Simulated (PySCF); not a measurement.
Members of one family of related compounds. Method used: TDDFT PBE0/def2-SVPD, vertical, gas phase, core orbitals frozen in the response (PySCF). Geometries: PBE0-D3(BJ)/def2-SVP; one conformer of each isolated species. Triplets are in the Tamm–Dancoff approximation. Atoms past krypton carry core potentials; spin–orbit coupling is left out.

Task: Rank by computed lowest triplet energy, lowest first.
A. MgMe(vinyl) (`C=[CH][Mg][CH3]`)
B. MgMeCl (`[Mg]([Cl])[CH3]`)
C. MgMe(SeMe) (`[CH3][Mg][Se]C`)
D. MgMeI (`[Mg]([I])[CH3]`)
E. MgMe(NH2) (`[Mg]([NH2])[CH3]`)
F. MgMe(CN) (`[CH3][Mg][C]#N`)

Result: C (3.81 eV), E (3.96 eV), A (4.10 eV), D (4.50 eV), B (4.65 eV), F (4.89 eV).

| SMILES | T1 (eV) | HOMO (eV) | α (au) | S1 (eV) | LUMO (eV) | S1 mainly |
| --- | --- | --- | --- | --- | --- | --- |
| [CH3][Mg][Se]C | 3.81 | -6.14 | 86.6 | 4.03 | -0.92 | H→L (88%) |
| [CH3][Mg][NH2] | 3.96 | -6.19 | 50.2 | 4.30 | -0.62 | H→L (98%) |
| C=[CH][Mg][CH3] | 4.10 | -6.69 | 66.5 | 4.90 | -0.46 | H→L+1 (95%) |
| [CH3][Mg][I] | 4.50 | -7.42 | 78.5 | 5.08 | -1.18 | H-1/H→L (98%) |
| [CH3][Mg][Cl] | 4.65 | -7.70 | 53.1 | 5.77 | -1.11 | H→L (96%) |
| [CH3][Mg][C]#N | 4.89 | -7.84 | 51.2 | 5.62 | -0.98 | H→L/L+1 (99%) |

H and L stand for HOMO and LUMO. A slash joins orbitals within 0.01 eV of each other, whose weights are summed (≥ marks a lower bound).

- `[CH3][Mg][Se]C`: Löwdin shares by element: HOMO selenium 76%, carbon 10% or more, magnesium 10%; LUMO magnesium 57%, selenium 19%, carbon 15%.
- `[CH3][Mg][NH2]`: Löwdin shares by element: HOMO nitrogen 71%, hydrogen 17% or more, magnesium 11%; LUMO magnesium 73%, carbon 11%, nitrogen 6%.
- `C=[CH][Mg][CH3]`: Löwdin shares by element: HOMO carbon 64%, magnesium 15% (atoms not listed hold the other 21%); LUMO (one of a set within 0.03 eV) magnesium 68%, carbon 18% or more.
- `[CH3][Mg][I]`: Löwdin shares by element: HOMO (one of a set within 0.03 eV) iodine 90%, magnesium 10%; LUMO magnesium 61%, iodine 22%, carbon 12%.
- `[CH3][Mg][Cl]`: Löwdin shares by element: HOMO carbon 54%, magnesium 17%, hydrogen 15% or more; LUMO magnesium 67%, chlorine 14%, carbon 13%.
- `[CH3][Mg][C]#N`: Löwdin shares by element: HOMO carbon 54% or more, magnesium 17%, hydrogen 16% or more; LUMO (one of a set within 0.03 eV) magnesium 64%, carbon 22%, nitrogen 11%.
